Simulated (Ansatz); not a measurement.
Reaction: TeCl2 (chloro tellurohypochlorite, SMILES [Te](Cl)Cl) → TeCl2+ (parent SMILES Cl[Te]Cl, doublet) + e-
Each species at its own B3LYP-D3(BJ)/def2-TZVP minimum (Ansatz, a program for electronic structure).

Total energies in hartree (Ansatz). Open shells are spin-unrestricted; no spin-orbit coupling. Cores are frozen in correlated methods (noble-gas shells, and filled d and f shells in the p block). Past Kr the def2 sets carry scalar-relativistic core potentials. Spin-orbit terms, left out, reach several kcal/mol for Br and I, and more for heavier atoms. The spin of Cl2Te+ (parent SMILES Cl[Te]Cl, doublet) was assumed, and the state is the lowest solution found for it.

```tsv
species	HF/def2-TZVPP	CCSD(T)/def2-TZVPP	HF/def2-QZVPP	CCSD(T)/def2-QZVPP	CCSD(T)/def2-SVP	CCSDT(Q)/def2-SVP
1: TeCl2 (chloro tellurohypochlorite, SMILES Cl[Te]Cl)	-1186.05567	-1186.62658	-1186.08575	-1186.71345	-1186.11776	-1186.11963
2: TeCl2+ (parent SMILES Cl[Te]Cl, doublet)	-1185.75940	-1186.30942	-1185.79028	-1186.39162	-1185.80709	-1185.80961
```

Problem. Work out the adiabatic ionisation energy (electronic) in eV: take Hartree-Fock from def2-QZVPP, extrapolate the CCSD(T) correlation energy as X^-3 (X = 3, 4), and add CCSDT(Q) - CCSD(T) in def2-SVP. 1 hartree = 27.211 eV.

Solution. 
Species 1: correlation (64·(-0.62770) - 27·(-0.57091))/37 = -0.66914; step -0.00187; E1 = -1186.08575 + (-0.66914) + (-0.00187) = -1186.75676
Species 2: correlation (64·(-0.60134) - 27·(-0.55002))/37 = -0.63879; step -0.00252; E2 = -1185.79028 + (-0.63879) + (-0.00252) = -1186.43159
-1·E1 +1·E2 = 0.32517 hartree = 8.85 eV.
